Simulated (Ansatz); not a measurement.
Two isomers of CH6GeO3: A = `[CH3][Ge]([OH])([OH])[OH]`, B = `C[O][GeH]([OH])[OH]`.

Calculated with Ansatz (gas phase, PBE0-D4/def2-TZVP geometries, no zero-point term in ΔE). CCSD(T)/CBS adds triple-zeta CCSD(T) − MP2 to the extrapolated MP2 energy (def2 sets, frozen cores). Functionals use def2-TZVPP. For Ge outer-core shells are correlated without core-valence functions, which leaves a few kJ/mol of doubt a bond. Scalar relativity is left out up to krypton. Each species was taken in one conformer, which may not be the lowest.

Q: Which is lower in electronic energy at CCSD(T)/CBS, and by how much? (Estimate.)

A: Computed: A, by 107.6 kJ/mol.

Q: Give E(B) − E(A) in kJ/mol with r2SCAN-D4, ωB97M-V, HF/def2-TZVPP, B2PLYP, PBE-D4, LDA (SPW92), CCSD/def2-TZVPP. (Estimate.)

A: Computed: r2SCAN-D4 103.2, ωB97M-V 103.3, HF/def2-TZVPP 90.1, B2PLYP 100.9, PBE-D4 100.8, LDA (SPW92) 100.1, CCSD/def2-TZVPP 103.6. None reverses the order clearly.

Q: Does the order hold for the free energy at 298.15 K (harmonic terms from PBE0-D4)? (An estimate is asked.)

A: Ansatz gave: Yes: G(B) − G(A) = +104.0 kJ/mol, for one conformer each. Modes under 60 cm⁻¹, often nearly free rotors, make the harmonic entropy too high.

Largest T1 diagnostic: 0.012.

At CCSD(T), def2-SVP lies −25.6 kJ/mol from the extrapolated value and def2-TZVPP −3.2 kJ/mol. Leaving LDA and LC-ωPBE aside and taking each functional with its dispersion term where it has one, the values, not all of them listed here, spread over 10.9 kJ/mol, from BLYP-D4 to PBE-QIDH.
